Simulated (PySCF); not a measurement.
## Assigning NMR signals

Atom-mapped SMILES (the numbers label the heavy atoms): `[CH3:1][C:2](=[O:3])[c:4]1[cH:5][n:6][n:7][nH:8]1`. Each H is labelled by its parent atom.

[PySCF 2.14: shielding tensors at PBE0/pcSseg-1 (GIAO); coordinates at the GFN2-xTB level; one computed conformer; non-relativistic; no solvent model; one averaged value for each set of equivalent atoms]

Chemical shifts δ = σref − σ; TMS for 13C (σ = 186.93 ppm), 1H (σ = 31.72 ppm), all at this level.

Q: Assign these signals to the numbered atoms. 13C{1H} NMR (computed): δ 191.6 (C), 142.4 (C), 138.4 (CH), 29.9 (CH3).

A: 
191.6 → C2, ketone carbonyl carbon: low-lying n→π* states of the double bond to the heteroatom give a large paramagnetic term (-249 ppm)
142.4 → C4, substituted aromatic carbon next to a ring nitrogen
138.4 → C5, aromatic CH next to a ring nitrogen
29.9 → C1, methyl carbon α to a carbonyl: α to the electron-withdrawing carbonyl group

Q: Assign these signals to the numbered atoms. 1H NMR (300 MHz, computed): δ 11.81 (br s, 1H), 8.12 (s, 1H), 2.67 (s, 3H).

A: 
```tsv
δ (ppm)	atoms	environment	reason
11.81	H(N8)	hydrogen on a pyrrole-type ring nitrogen	labile proton, position sensitive to the medium
8.12	H(C5)	hydrogen on an aromatic CH next to a ring nitrogen	ring current plus the neighbouring ring nitrogen
2.67	H(C1)	hydrogen on a methyl carbon α to a carbonyl	α to C=O
```

The OH or NH signal is concentration- and solvent-dependent in practice; the value given is the gas-phase one. Shifts are as computed. Against solution values, carbons near 30 ppm lie about +3 ppm off and those near 130 ppm about +5 ppm. Of 1211 compounds with measured shifts, 218 miss one by over three times the rms of a fit or turn the order of signals round; such compounds aren't used in these exercises. Multiplicities follow the n + 1 count of equivalent neighbours, as no J values were calculated; m marks all less simple cases, F and P coupling included.
